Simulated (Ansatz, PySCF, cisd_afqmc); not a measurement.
System: Sb$_{2}$, charge 0, singlet. Sb2 (SMILES [Sb]#[Sb]).
B3LYP-D3(BJ)/def2-TZVP minimum from Ansatz (a program for electronic structure):
```xyz
2

Sb     0.0000     0.0000    -1.2440
Sb     0.0000     0.0000     1.2440
```

Atomisation energy term by term, kcal/mol (programs: Ansatz, cisd_afqmc). Open shells are spin-unrestricted; no spin-orbit coupling. Correlated methods leave the cores frozen (noble-gas shells, and filled d and f shells in the p block). Past Kr the def2 sets carry scalar-relativistic core potentials. AFQMC/CISD: phaseless, guided by CISD from CCSD amplitudes; bars are statistical, one sigma. Outlying blocks are dropped, and bars are widened where a walk drifts. Over all cases where full CI ran beside it in this data, AFQMC minus full CI had a median of +0.1 mEh and passed +0.4 mEh in a tenth of the cases. CBS(X,Y): correlation extrapolated as X^-3, Hartree-Fock from the larger set. A bracket is a step between two methods taken in the basis named. Spin-orbit terms, left out, reach several kcal/mol for Br and I, and more for heavier atoms. The restricted determinant of Sb2 ([Sb]#[Sb], singlet) is unstable towards broken spin symmetry in at least one set run.

```json
[
 {"term": "Hartree-Fock", "basis": "def2-QZVPP", "kcal/mol": "-7.44"},
 {"term": "CCSD correlation", "basis": "CBS(def2-TZVPP,def2-QZVPP)", "kcal/mol": "64.11"},
 {"term": "(T)", "basis": "CBS(def2-TZVPP,def2-QZVPP)", "kcal/mol": "9.30"},
 {"term": "CCSDT(Q) - CCSD(T)", "basis": "def2-QZVPP", "kcal/mol": "1.17"},
 {"term": "CCSDTQ - CCSDT(Q)", "basis": "def2-SVP", "kcal/mol": "-0.15"},
 {"term": "minus zero-point energy", "basis": "harmonic, PySCF's Hessian at B3LYP-D3(BJ)/def2-TZVP", "kcal/mol": "-0.41"},
 {"term": "sum: D0", "basis": "", "kcal/mol": "66.6"}
]
```

The step beyond CCSD(T) by other levels: CCSDTQ in def2-SVP 1.23; AFQMC/CISD in def2-SVP 0.14 ± 0.33; CCSDT(Q) in def2-SVP 1.38; CCSDT(Q) in def2-TZVPP 1.19 kcal/mol.
